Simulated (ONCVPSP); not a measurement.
Pseudopotential generation for Mn: ONCV, PBE, scalar-relativistic.

| Property | Result |
| --- | --- |
| Element | manganese |
| Generator | ONCVPSP 4.0.1 |
| Type | optimised norm-conserving Vanderbilt (ONCV) |
| Functional | PBE |
| Relativity | scalar-relativistic |
| Frozen core | [Ne] |
| Valence charge | 15 |
| Reference configuration | 3s2 3p6 3d5 4s1 (charge +1) |
| Partial waves | 3s+4s: rc 1.20 bohr, ncon 3, nbas 8, qcut 7.8 1/bohr, 2 projectors; 3p: rc 1.15 bohr, ncon 4, nbas 8, qcut 10.9 1/bohr, 2 projectors, debl 1 Ha; 3d: rc 1.30 bohr, ncon 4, nbas 9, qcut 12.1 1/bohr, 2 projectors, debl 0.6 Ha |
| Local potential | polynomial inside 0.85 bohr (lpopt 3, dvloc0 6 Ha) |
| Core correction | Teter function, fcfact 1.75, rcfact 1.2 |

In the p channel the program set the typed energies aside and used -2.309, 0.250 Ha.

Poles of the logarithmic derivatives, all-electron (AE) and pseudo (PS). s: poles at -2.1 (AE) and -2.1 (PS) Ha. p: poles at -0.4 (AE) and -0.4 (PS) Ha. d: poles at 0.6 (AE) and 0.6 (PS) Ha. Test radii: s 1.22, p 1.17, d 1.32 bohr.

* Cutoffs needed: 56 Ha and 63 Ha (the cutoffs (Ha) at which the residual kinetic energy of the hardest occupied pseudo-wave falls to 1 and 0.1 mHa per electron)
* Ghost test: no bound ghost flagged; no localised positive-energy state flagged
* Largest excitation error: +118 meV (all-electron minus pseudo) for 3s2 3p6 3d3 4s0, out of 4 test configurations
* rms error of d²Exc/dni dnj: 1.96 mHa without and 1.11 mHa with the model core
